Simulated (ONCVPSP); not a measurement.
**Which change was made? (Br, ONCV)**

ONCVPSP 4.0.1 input, shortened (lines: element, Z, core and valence counts, functional; n l f; lmax; l rc ep ncon nbas qcut; lloc lpopt rc5 dvloc0; l nproj debl; icmod fcfact rcfact), PBE, fully relativistic:

```
  Br 35.00    6    2        4      upf
    1    0    2.00
    2    0    2.00
    2    1    6.00
    3    0    2.00
    3    1    6.00
    3    2   10.00
    4    0    2.00
    4    1    5.00
    1
    0    1.30    0.00    3    6    5.10
    1    1.70    0.00    5    9    5.80
    4    2    1.25    0.00
    0    2    0.30
    1    2    0.60
    3    5.00    1.70
```

Open shells are filled in proportion to 2j + 1.

In the s channel the program set the typed energies aside and used -0.740, 0.250 Ha.

Cutoffs, loose and tight: the cutoffs (Ha) at which the residual kinetic energy of the hardest occupied pseudo-wave falls to 1 and 0.1 mHa per electron. They do not see the model core or the augmentation charge, which bear on the density cutoff. Test errors are all-electron minus pseudo excitation energies from the reference, over the configurations 4s2 4p4; 4s2 4p3; 4s2 4p2; 4s2 4p1; variants that change the core or the reference have their own tests.

The base gives: outcome: generated, projector energies reset by the program; cutoff, loose: 13 Ha; cutoff, tight: 28 Ha; bound ghosts: none; GHOST(+) flags above zero: s; largest test error (meV): -871.

Question: After one change the result is: outcome: generated, projector energies reset by the program; cutoff, loose: 13 Ha; cutoff, tight: 34 Ha; bound ghosts: none; GHOST(+) flags above zero: s; largest test error (meV): -648. Which change was it?
A. p: qcut 3.8
B. functional LDA (Perdew-Zunger)
C. s: qcut 3.6

Answer: B. The others give: s: qcut 3.6 → outcome: generated, projector energies reset by the program; cutoff, loose: 45 Ha; cutoff, tight: 71 Ha; bound ghosts: none; GHOST(+) flags above zero: s; largest test error (meV): -868 | p: qcut 3.8 → outcome: generated, projector energies reset by the program; cutoff, loose: 23 Ha; cutoff, tight: 79 Ha; bound ghosts: none; GHOST(+) flags above zero: s, p3/2, p1/2; largest test error (meV): -893.
